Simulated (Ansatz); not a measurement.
Total energies of CH7BO2Si, SMILES `C[SiH](O)BO`.

```xyz
12

C     1.4115    1.0558   -0.0850
Si    0.4113   -0.4983   -0.3147
O     1.1389   -1.6579    0.6292
B    -1.5511   -0.2859    0.1683
O    -2.1364    0.9214   -0.0147
H     2.4477    0.9021   -0.3942
H     1.4080    1.3696    0.9612
H     0.9888    1.8663   -0.6842
H     0.4740   -0.9091   -1.7573
H     0.7049   -2.5098    0.6823
H    -2.2276   -1.1945    0.5937
H    -3.0700    0.9403    0.2152
```

Charge 0, multiplicity 1. The structure was optimised at the PBE0-D4/def2-TZVP level. It is one conformer, not always the lowest. Basis def2-TZVPP, the Gaussian-basis code of Ansatz.

RPA on PBE orbitals: Hartree–Fock energy of these orbitals -505.42669 Eh, correlation -1.44902 Eh (frozen core).

| functional | energy without D4 (Eh) | D4 term (kJ/mol) |
| --- | --- | --- |
| LDA (SPW92) | -504.37204 | – |
| PBE | -506.88264 | -21.3 |
| revPBE | -507.16418 | -64.1 |
| BLYP | -507.22965 | -46.5 |
| r2SCAN | -507.15505 | -5.4 |
| B97M-V | -507.19100 | – |
| PBE0 | -506.92799 | -18.1 |
| B3LYP | -507.33309 | -34.2 |
| r2SCANh | -507.14276 | -5.7 |
| r2SCAN0 | -507.12547 | -6.3 |
| HSE06 (plane-wave form) | -506.91004 | -16.8 |
| BHLYP | -507.19013 | -25.9 |
| CAM-B3LYP | -507.21946 | -18.3 |
| LC-ωPBE | -507.07801 | – |
| ωB97X-V | -507.18621 | – |
| ωB97M-V | -507.19140 | – |
| B2PLYP | -507.01741 | – |
| PBE-QIDH | -506.81606 | – |

B3LYP takes the VWN-RPA correlation (the form of Gaussian; ORCA's B3LYP/G). HSE06 is the plane-wave form, built on full-range PBE exchange. The double hybrids freeze the cores in their second-order part.

LC-ωPBE has ω = 0.4 bohr⁻¹.
